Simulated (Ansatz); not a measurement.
C2H13NSi3 (SMILES C[SiH](C)[SiH2][SiH2]N), singlet, at a GFN2-xTB geometry, atoms displaced at random by about 0.03 Å a coordinate; PBE0/STO-3G, gradient run with Ansatz (a program for electronic structure).

Ansatz was given this input:
Ansatz 0.2 input:
```yaml
crystal:
  periodic: [false, false, false]
  atoms:
    - {symbol: Si, position_ang: [1.70772112, 0.13267977, -0.51362536]}
    - {symbol: C, position_ang: [2.76445370, -1.22629661, -1.44949012]}
    - {symbol: C, position_ang: [2.24202776, -0.04935417, 1.30244106]}
    - {symbol: Si, position_ang: [-0.53488457, -0.23659444, -0.77263099]}
    - {symbol: Si, position_ang: [-1.87711730, 0.49801724, 0.90584756]}
    - {symbol: N, position_ang: [-3.54939570, 0.62268268, 0.65057749]}
    - {symbol: H, position_ang: [2.21334610, 1.44736609, -1.00066636]}
    - {symbol: H, position_ang: [3.81872292, -1.08920656, -1.27705959]}
    - {symbol: H, position_ang: [2.55314397, -1.16174184, -2.48125219]}
    - {symbol: H, position_ang: [2.51946307, -2.21667512, -1.11373350]}
    - {symbol: H, position_ang: [3.30158500, 0.11787265, 1.49834966]}
    - {symbol: H, position_ang: [1.67615036, 0.66279902, 1.92554625]}
    - {symbol: H, position_ang: [1.95257787, -1.04059041, 1.73226333]}
    - {symbol: H, position_ang: [-0.80192485, -1.68222973, -0.94282023]}
    - {symbol: H, position_ang: [-0.99795003, 0.33869649, -2.03266783]}
    - {symbol: H, position_ang: [-1.60504574, 1.84242247, 1.29016606]}
    - {symbol: H, position_ang: [-1.77679035, -0.29195315, 2.21631077]}
    - {symbol: H, position_ang: [-4.08868522, -0.31358306, 0.58320562]}
    - {symbol: H, position_ang: [-3.95716305, 1.28908432, -0.02090443]}
basis:
  gaussian:
    orbitals: STO-3G
hamiltonian:
  xc: pbe0
output: {forces: true}
```

Output, abridged:

```
Functional definition: PBE0
675 factors; integrals over basis functions are off by at most 4.4e-5 eV
mean field evaluation 1: about -27074.7471 eV, gradient 2.7e1 eV
mean field evaluation 2: about -27074.6502 eV, gradient 2.9e1 eV
mean field evaluation 4: about -27077.2534 eV, gradient 7.2e-1 eV
mean field evaluation 8: about -27077.1885 eV, gradient 1.5e-2 eV
mean field -27077.18854293 eV, -995.0683253750 hartree, gradient 1.2e-5 eV, S^2 0.000000; 0 other end points of the search recorded, 0 dependent functions left out
the calculation of the forces begins
reference -27077.18856837 eV, -995.0683263100 hartree; 37, 37 occupied and 18, 18 virtual orbitals, 675 factors
Total energy: -27077.18856837 eV, -995.0683263100 hartree
Atom 0 at     1.707721     0.132680    -0.513625 Å, force     1.740390    -1.025771    -0.308110 eV/Å
Atom 1 at     2.764454    -1.226297    -1.449490 Å, force    -1.343846     1.658687     1.909175 eV/Å
Atom 2 at     2.242028    -0.049354     1.302441 Å, force    -1.546755    -0.295668     0.579623 eV/Å
Atom 3 at    -0.534885    -0.236594    -0.772631 Å, force     0.028800    -0.578054    -0.288301 eV/Å
Atom 4 at    -1.877117     0.498017     0.905848 Å, force     1.061226    -0.641724     2.150639 eV/Å
Atom 5 at    -3.549396     0.622683     0.650577 Å, force    -2.843535    -2.460193    -0.019071 eV/Å
Atom 6 at     2.213346     1.447366    -1.000666 Å, force    -0.635073    -0.805325     0.305739 eV/Å
Atom 7 at     3.818723    -1.089207    -1.277060 Å, force     0.669486     0.314641     0.019524 eV/Å
Atom 8 at     2.553144    -1.161742    -2.481252 Å, force    -0.095252    -0.018919    -1.816030 eV/Å
Atom 9 at     2.519463    -2.216675    -1.113733 Å, force    -0.358447    -0.750106     0.297073 eV/Å
Atom 10 at     3.301585     0.117873     1.498350 Å, force     0.167914    -0.028056    -0.239435 eV/Å
Atom 11 at     1.676150     0.662799     1.925546 Å, force     0.302589     0.084519    -0.139736 eV/Å
Atom 12 at     1.952578    -1.040590     1.732263 Å, force     0.475610     0.593446    -0.633331 eV/Å
Atom 13 at    -0.801925    -1.682230    -0.942820 Å, force     0.341185     0.746809     0.137540 eV/Å
Atom 14 at    -0.997950     0.338696    -2.032668 Å, force     0.167602    -0.007577     0.335761 eV/Å
Atom 15 at    -1.605046     1.842422     1.290166 Å, force     0.740533     0.610517    -0.073738 eV/Å
Atom 16 at    -1.776790    -0.291953     2.216311 Å, force     0.147184     0.627320    -1.818963 eV/Å
Atom 17 at    -4.088685    -0.313583     0.583206 Å, force     0.877597     1.918396    -0.095422 eV/Å
Atom 18 at    -3.957163     1.289084    -0.020904 Å, force     0.102791     0.057057    -0.302935 eV/Å
Dipole moment:    -0.062815    -0.069061    -0.239718 e Å
```
